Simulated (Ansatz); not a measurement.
GaMe2(hfac) (C7H7F6GaO2), relaxed as a singlet with RKS PBE-D4/def2-SVP in Ansatz, starting from the GFN2-xTB geometry. Force threshold 0.03 eV/Å.

Start:

```xyz
23

Ga    1.103   -1.099    0.981
C     3.005   -0.721    0.364
H     3.048   -0.768   -0.726
H     3.727   -1.429    0.771
H     3.293    0.285    0.680
C    -0.062   -2.187    2.245
H    -0.635   -1.510    2.883
H     0.520   -2.853    2.882
H    -0.761   -2.790    1.661
O     0.021   -1.152   -0.787
C    -0.703   -0.297   -1.335
C    -1.330   -0.697   -2.690
F    -1.208   -1.999   -2.933
F    -0.740   -0.041   -3.701
F    -2.634   -0.397   -2.745
C    -1.001    0.984   -0.881
C    -0.462    1.427    0.323
C    -0.856    2.861    0.747
F    -0.224    3.248    1.851
F    -2.173    2.950    0.983
F    -0.575    3.752   -0.214
O     0.292    0.805    1.098
H    -1.646    1.628   -1.455
```

(1) Estimate the energy that the relaxation releases and the steps that it takes.

(2) Does the start keep its bonding?

(3) Predict the relaxed structure.

Results:

(1) 33.7 kJ/mol, in 34 steps; 86 s on 2 threads of AMD EPYC 7R13 on a shared host and a share (18 GiB) of an NVIDIA H100 80GB HBM3. The force fell under the threshold at step 11, but the optimiser went on and released 0.050 eV more. No frequencies were taken in this run, so the end may be a saddle point.

(2) By distances, no bond broke or formed. The bond that changes most is Ga1–C6, from 2.03 to 1.96 Å (atoms count from 1).

(3) 
Cartesian coordinates in Å:
```
Ga 1.0032 -1.0080 0.9122
C 2.8859 -0.7296 0.4211
H 2.9656 0.0342 -0.3773
H 3.3403 -1.6706 0.0518
H 3.4730 -0.3844 1.2955
C 0.0155 -2.1522 2.1676
H -1.0433 -1.8303 2.2299
H 0.4575 -2.1064 3.1834
H 0.0407 -3.2077 1.8279
O 0.0206 -1.1800 -0.8467
C -0.6902 -0.2805 -1.3950
C -1.2755 -0.7124 -2.7576
F -2.0335 -1.8139 -2.6015
F -0.2750 -1.0022 -3.6112
F -2.0399 0.2503 -3.3157
C -0.9849 1.0052 -0.9045
C -0.5019 1.4660 0.3345
C -0.9050 2.8780 0.8137
F 0.1951 3.5996 1.0971
F -1.6501 2.7804 1.9327
F -1.6232 3.5480 -0.1132
O 0.2455 0.8506 1.1577
H -1.6205 1.6660 -1.5024
```
Bond lengths: 6 × C–F 1.35 Å; 4 × C–C 1.41 to 1.54 Å; 2 × C–Ga 1.96 to 1.97 Å; 2 × C–O 1.27 Å; 2 × Ga–O 2.02 Å; 7 × C–H 1.09 to 1.11 Å.
